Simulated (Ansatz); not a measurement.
`[CH3][SnH2][CH]=O`. The species carries charge 0 and has multiplicity 1. Correlated methods include outer-core shells of Sn, which these sets cover unevenly. Sn: def2 effective core potential.

```xyz
10

C    -0.810    0.288   -1.378
Sn    0.228    0.713    0.436
C     0.782   -1.246    1.296
O     0.606   -2.257    0.676
H    -0.803    1.156   -2.036
H    -0.319   -0.548   -1.874
H    -1.841    0.012   -1.158
H     1.661    1.610    0.161
H    -0.738    1.570    1.561
H     1.234   -1.299    2.316
```

(1) Give the diagnostics of a CCSD(T)/def2-TZVPP run (frozen core, the Gaussian-basis code of Ansatz). (Estimate.)

## Answers

(1) The calculation gave: T1 = 0.0147, largest single amplitude 0.024, largest double 0.051, (T) share of the correlation energy 3.6 %, 10 CCSD cycles. The RHF solution is stable towards an unrestricted one. T1 lies under the customary mark of 0.02 for closed shells.
